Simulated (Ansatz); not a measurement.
The inner images of a band of ClGeH3 (5 atoms, charge 0, multiplicity 1) are given out of order.

All numbers below come from RKS r2SCANh-D4/def2-SVP (Ansatz).

Image 0:

```xyz
5
Properties=species:S:1:pos:R:3
Ge 0.268 0.020 0.190
H 0.239 -0.038 1.717
H 1.699 -0.038 -0.346
H -0.479 1.244 -0.339
Cl -0.767 -1.733 -0.542
```

Image 6:

```xyz
5
Properties=species:S:1:pos:R:3
Ge 0.164 0.109 -0.924
H 0.955 0.153 1.271
H 1.550 -0.104 0.853
H -0.720 1.026 0.036
Cl -0.989 -1.731 -0.557
```

**Question.** Put them in order from the first end to the last, with their energies above the first end.
A.
```xyz
5
Properties=species:S:1:pos:R:3
Ge 0.256 0.019 -0.080
H 0.387 0.055 1.425
H 1.752 -0.101 0.059
H -0.594 1.263 -0.196
Cl -0.840 -1.782 -0.528
```
B.
```xyz
5
Properties=species:S:1:pos:R:3
Ge 0.299 0.042 -0.470
H 0.547 0.096 1.240
H 1.573 -0.101 0.405
H -0.588 1.209 -0.025
Cl -0.871 -1.792 -0.470
```
C.
```xyz
5
Properties=species:S:1:pos:R:3
Ge 0.254 0.018 0.074
H 0.330 0.012 1.576
H 1.757 -0.077 -0.151
H -0.567 1.256 -0.270
Cl -0.813 -1.756 -0.549
```
D.
```xyz
5
Properties=species:S:1:pos:R:3
Ge 0.279 0.023 -0.269
H 0.450 0.090 1.311
H 1.683 -0.114 0.252
H -0.588 1.246 -0.123
Cl -0.863 -1.792 -0.492
```
E.
```xyz
5
Properties=species:S:1:pos:R:3
Ge 0.277 0.086 -0.727
H 0.762 0.066 1.169
H 1.424 -0.075 0.648
H -0.617 1.146 0.045
Cl -0.886 -1.770 -0.455
```

**Answer.** C (+0.24 eV), A (+0.97 eV), D (+1.96 eV), B (+2.45 eV), E (+1.64 eV).

Time of the run: 3.3 min on 1 thread of Arm Neoverse V1, on a shared host, peak memory 0.14 GiB.
